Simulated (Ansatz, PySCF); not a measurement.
Si(I)(OH)3 (H₃IO₃Si), SMILES [Si](O)(O)(O)I. Atoms are numbered in the order given.

```xyz
8

O      0.3521     1.5101    -1.8601
Si     0.0000     0.0000    -1.3217
O      1.1317    -1.0600    -1.8601
O     -1.4838    -0.4501    -1.8601
I      0.0001     0.0001     1.1657
H      1.1605     1.9231    -1.5335
H      1.0852    -1.9667    -1.5336
H     -2.2458     0.0435    -1.5336
```

Geometry optimised at B3LYP-D3(BJ)/def2-SVP. The def2 effective core potentials stand for the cores of I; spin–orbit coupling is left out. One conformer was computed; it need not be the lowest.

Two levels are set side by side: PBE-D3(BJ)/def2-SVP (Ansatz, an electronic-structure program) and B3LYP-D3(BJ)/def2-SVP (Ansatz). Each level has its own optimised geometry; the coordinates shown are those of the second. Frequencies come from the Hessian of PySCF at each geometry. Differences are taken from unrounded values.

```
quantity                            B3LYP-D3(BJ)
----------------------------------  ------------
mean bond length (Å)                       1.472
bond O1–Si2 (Å)                            1.641
bond Si2–O3 (Å)                            1.641
bond Si2–O4 (Å)                            1.641
bond Si2–I5 (Å)                            2.487
bond O1–H6 (Å)                             0.965
bond O3–H7 (Å)                             0.965
bond O4–H8 (Å)                             0.965
highest harmonic wavenumber (cm⁻¹)          3877
mean harmonic wavenumber (cm⁻¹)             1063
zero-point energy (kcal/mol)               27.34
```

### Question
What does PBE-D3(BJ) give, and how far is it from B3LYP-D3(BJ)? (The exact figures need the calculation; the answer reports its results.)

### Answer

```json
[
 {"quantity": "mean bond length (Å)", "PBE-D3(BJ)": "1.482", "PBE-D3(BJ) minus B3LYP-D3(BJ)": "0.010"},
 {"quantity": "bond O1–Si2 (Å)", "PBE-D3(BJ)": "1.656", "PBE-D3(BJ) minus B3LYP-D3(BJ)": "0.014"},
 {"quantity": "bond Si2–O3 (Å)", "PBE-D3(BJ)": "1.656", "PBE-D3(BJ) minus B3LYP-D3(BJ)": "0.014"},
 {"quantity": "bond Si2–O4 (Å)", "PBE-D3(BJ)": "1.656", "PBE-D3(BJ) minus B3LYP-D3(BJ)": "0.014"},
 {"quantity": "bond Si2–I5 (Å)", "PBE-D3(BJ)": "2.490", "PBE-D3(BJ) minus B3LYP-D3(BJ)": "0.003"},
 {"quantity": "bond O1–H6 (Å)", "PBE-D3(BJ)": "0.973", "PBE-D3(BJ) minus B3LYP-D3(BJ)": "0.009"},
 {"quantity": "bond O3–H7 (Å)", "PBE-D3(BJ)": "0.973", "PBE-D3(BJ) minus B3LYP-D3(BJ)": "0.009"},
 {"quantity": "bond O4–H8 (Å)", "PBE-D3(BJ)": "0.973", "PBE-D3(BJ) minus B3LYP-D3(BJ)": "0.009"},
 {"quantity": "highest harmonic wavenumber (cm⁻¹)", "PBE-D3(BJ)": "3765", "PBE-D3(BJ) minus B3LYP-D3(BJ)": "-112"},
 {"quantity": "mean harmonic wavenumber (cm⁻¹)", "PBE-D3(BJ)": "1034", "PBE-D3(BJ) minus B3LYP-D3(BJ)": "-29"},
 {"quantity": "zero-point energy (kcal/mol)", "PBE-D3(BJ)": "26.61", "PBE-D3(BJ) minus B3LYP-D3(BJ)": "-0.73"}
]
```

Exact exchange shortens and stiffens bonds; PBE has none. Differences between two approximate levels are no errors against the true value.
